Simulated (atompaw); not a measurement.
## What one change does to a pseudopotential (vanadium, PAW (atompaw))

vanadium, PAW, made with atompaw 4.2.0.5 (LDA (PW92), scalar-relativistic). Core [Ar], reference 3d3 4s1.5 4p0.5. Waves: 4s (bound): rc 3.00 bohr; 4s channel at 2.05 Ry: rc 3.00 bohr; 4p (bound): rc 3.00 bohr; 4p channel at 1.05 Ry: rc 3.00 bohr; 3d (bound): rc 2.55 bohr; 3d channel at 2.65 Ry: rc 2.55 bohr. Local part: troulliermartins scheme with l = 3 at 1 Ry, radius 2.30 bohr. Core correction: smooth core density matched at 2.15 bohr. Augmentation charge: sinc compensation charge, radius 2.80 bohr; PAW radius 3.00 bohr; waves and projectors: custom rrkj gramschmidtortho.

Change: all radii scaled by about 1.13 (s 3.40, p 3.40, d 2.90 bohr); local potential troulliermartins scheme with l = 3 at 1 Ry, radius 2.62 bohr; augmentation sinc compensation charge, radius 3.18 bohr; PAW radius 3.40 bohr; waves and projectors: custom rrkj gramschmidtortho; core correction smooth core density matched at 2.44 bohr.

Cutoffs: the cutoffs (Ry, on a coarse ladder) from which the occupation-weighted sum of valence levels, in a spherical-Bessel basis at the reference potential, stays within 10 and 1 mRy of its value at 400 Ry; they do not see the model core or the augmentation charge, which bear on the density cutoff.

**Question.** What does the change do?

**Answer.** The potential gets softer (15 Ry and 18 Ry → 10 Ry and 12 Ry); neither file shows a bound ghost. A larger radius leaves more room for a smooth pseudo-wave, so fewer plane waves are needed.

```csv
quantity,base,changed
"cutoff, loose",15 Ry,10 Ry
"cutoff, tight",18 Ry,12 Ry
loose cutoff by channel (10 mRy a level),"s 6 Ry, p 6 Ry, d 12 Ry","s 6 Ry, p 6 Ry, d 10 Ry"
bound ghosts,none,none
lowest overlap eigenvalue by channel,"s 0.63, p 0.53, d 0.85","s 0.65, p 0.54, d 0.86"
```

 The cutoffs see the waves, projectors and local potential, not the compensation charge or the core.
